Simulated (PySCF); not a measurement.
PySCF input (M06-2X/def2-TZVPD):

```python
from pyscf import gto, scf, dft

mol = gto.M(
    atom='''
    Si   -0.00516559    0.00120856    0.00336678
    O     1.38196873   -0.56400275   -0.38810617
    F    -0.70509950   -0.24960992    1.34259802
    F    -0.73754981    0.87443325   -1.01424822
    H     2.00041216   -1.12830789    0.10256634
    ''',
    basis='def2-tzvpd',
    charge=1,
    spin=0,
    verbose=4,
)

mf = dft.RKS(mol, xc='m062x').density_fit(auxbasis='def2-universal-jkfit')
mf.grids.level = 4
mf.conv_tol = 1e-9
mf.max_cycle = 100
mf.max_memory = 1500
mf.kernel()
if not mf.converged:
    mf = mf.newton()
    mf.kernel(mf.make_rdm1())
mf.analyze()
```

End of the output:

```
Extra cycle  E= -564.860988982888  delta_E= -7.96e-12  |g|= 8.69e-06  |ddm|= 1.07e-05
converged SCF energy = -564.860988982888
**** SCF Summaries ****
Total Energy =                        -564.860988982887989
Nuclear Repulsion Energy =             180.718783924841006
One-electron Energy =                -1132.255497155346347
Two-electron Energy =                  386.675724247617381
Two-electron Coulomb Energy =          437.279563597729293
DFT Exchange-Correlation Energy =      -50.603839350111940
HOMO-LUMO gap [eV] =                    12.235835227449350
**** MO energy ****
MO #1   energy= -67.4223637792249  occ= 2
MO #2   energy= -25.5461347352079  occ= 2
MO #3   energy= -25.5425715059929  occ= 2
MO #4   energy= -19.9437175897424  occ= 2
MO #5   energy= -5.95125293899538  occ= 2
MO #6   energy= -4.26711528921837  occ= 2
MO #7   energy= -4.26211576355028  occ= 2
MO #8   energy= -4.26093111980899  occ= 2
MO #9   energy= -1.65240433252799  occ= 2
MO #10  energy= -1.63412487994344  occ= 2
MO #11  energy= -1.44202227357567  occ= 2
MO #12  energy= -0.97222528789549  occ= 2
MO #13  energy= -0.911811789757088 occ= 2
MO #14  energy= -0.882392257691398 occ= 2
MO #15  energy= -0.852857598054972 occ= 2
MO #16  energy= -0.844074218862617 occ= 2
MO #17  energy= -0.824378785414232 occ= 2
MO #18  energy= -0.817388331783259 occ= 2
MO #19  energy= -0.751474758880978 occ= 2
MO #20  energy= -0.740547287373722 occ= 2
MO #21  energy= -0.290888632777584 occ= 0
MO #22  energy= -0.247144029862355 occ= 0
MO #23  energy= -0.154632872537063 occ= 0
MO #24  energy= -0.121649780370113 occ= 0
MO #25  energy= -0.106435864093664 occ= 0
MO #26  energy= -0.0933669237418175 occ= 0
MO #27  energy= -0.0837212342434607 occ= 0
MO #28  energy= -0.0615422560718872 occ= 0
MO #29  energy= -0.061429292315541 occ= 0
MO #30  energy= -0.05609729906948  occ= 0
MO #31  energy= -0.0502099878665538 occ= 0
MO #32  energy= -0.0384117111520886 occ= 0
MO #33  energy= -0.0145969827318891 occ= 0
MO #34  energy= 0.000919330052277789 occ= 0
MO #35  energy= 0.00407840761918768 occ= 0
MO #36  energy= 0.0173995511454624 occ= 0
MO #37  energy= 0.0198585147831241 occ= 0
MO #38  energy= 0.043892946163148  occ= 0
MO #39  energy= 0.0594704191838379 occ= 0
MO #40  energy= 0.0639943518600807 occ= 0
MO #41  energy= 0.0868322513658461 occ= 0
MO #42  energy= 0.08869964996808   occ= 0
MO #43  energy= 0.118112734367507  occ= 0
MO #44  energy= 0.124512999878402  occ= 0
MO #45  energy= 0.129153594888657  occ= 0
MO #46  energy= 0.14395810467026   occ= 0
MO #47  energy= 0.162101218314889  occ= 0
MO #48  energy= 0.165307192144184  occ= 0
MO #49  energy= 0.186304935594967  occ= 0
MO #50  energy= 0.197313349887173  occ= 0
MO #51  energy= 0.205685279762758  occ= 0
MO #52  energy= 0.233605671474727  occ= 0
MO #53  energy= 0.262800386275513  occ= 0
MO #54  energy= 0.305049441000582  occ= 0
MO #55  energy= 0.332170065447116  occ= 0
MO #56  energy= 0.349117477678882  occ= 0
MO #57  energy= 0.379263966941913  occ= 0
MO #58  energy= 0.39236656796808   occ= 0
MO #59  energy= 0.397922730744774  occ= 0
MO #60  energy= 0.407047933702783  occ= 0
MO #61  energy= 0.416977447117755  occ= 0
MO #62  energy= 0.422558308290523  occ= 0
MO #63  energy= 0.447678916820574  occ= 0
MO #64  energy= 0.462724573478142  occ= 0
MO #65  energy= 0.464073496276393  occ= 0
MO #66  energy= 0.484125679002271  occ= 0
MO #67  energy= 0.498238863667172  occ= 0
MO #68  energy= 0.532776913581912  occ= 0
MO #69  energy= 0.575348218915953  occ= 0
MO #70  energy= 0.597810402395896  occ= 0
MO #71  energy= 0.599061193658802  occ= 0
MO #72  energy= 0.643745254728064  occ= 0
MO #73  energy= 0.683487133881721  occ= 0
MO #74  energy= 0.728423495188425  occ= 0
MO #75  energy= 0.742197636677148  occ= 0
MO #76  energy= 0.795763901905064  occ= 0
MO #77  energy= 0.809691847968463  occ= 0
MO #78  energy= 0.825321019208382  occ= 0
MO #79  energy= 0.842044227770353  occ= 0
MO #80  energy= 0.846795398953372  occ= 0
MO #81  energy= 0.884083267974262  occ= 0
MO #82  energy= 0.899133220311518  occ= 0
MO #83  energy= 0.904640323487377  occ= 0
MO #84  energy= 0.906932601351403  occ= 0
MO #85  energy= 0.974315008854468  occ= 0
MO #86  energy= 1.03663706918897   occ= 0
MO #87  energy= 1.04802290579042   occ= 0
MO #88  energy= 1.07743389638474   occ= 0
MO #89  energy= 1.09417378584893   occ= 0
MO #90  energy= 1.10642961522727   occ= 0
MO #91  energy= 1.11331727378974   occ= 0
MO #92  energy= 1.14735115146674   occ= 0
MO #93  energy= 1.1983389495722    occ= 0
MO #94  energy= 1.22841888404195   occ= 0
MO #95  energy= 1.27486189375492   occ= 0
MO #96  energy= 1.40276901114346   occ= 0
MO #97  energy= 1.44291387752402   occ= 0
MO #98  energy= 1.57219292741507   occ= 0
MO #99  energy= 1.60802893230647   occ= 0
MO #100 energy= 1.61301649497893   occ= 0
MO #101 energy= 1.69649332800599   occ= 0
MO #102 energy= 1.74750068067395   occ= 0
MO #103 energy= 1.92624862341327   occ= 0
MO #104 energy= 1.99104439236204   occ= 0
MO #105 energy= 2.06584968950275   occ= 0
MO #106 energy= 2.10377379488306   occ= 0
MO #107 energy= 2.12367646586876   occ= 0
[...]
```

It need not be the lowest isomer of its formula.
